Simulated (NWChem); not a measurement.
**Correlation energy of Te (+1)**

```xyz
1

Te     0.0000     0.0000     0.0000
```
Charge +1, spin multiplicity 4.

All runs are NWChem calculations.

Basis set: def2-TZVP. Each correlation energy counts from its own Hartree-Fock reference.

| method | correlation energy (mHa) |
|---|---|
| UMP2 | -386.5 |
| SCS-UMP2 | -334.4 |
| CCSD on UHF | -366.4 |
| CCSD[T] on UHF | -371.8 |
| CCSD(T) on UHF | -371.7 |
| CCSD on ROHF | -368.2 |
| CCSD[T] on ROHF | -373.9 |
| CCSD(T) on ROHF | -373.8 |

The values span 52.0 mHa, from UMP2 (lowest) to SCS-UMP2 (highest). 

Effective core potentials replace the inner electrons of Te; spin-orbit coupling is left out. The correlated methods keep 4 core orbitals frozen. No SCF solution was tested for a lower state. Open-shell Hartree-Fock references start from PBE0 orbitals. Coupled-cluster values serve here as a point of comparison, not as the truth.
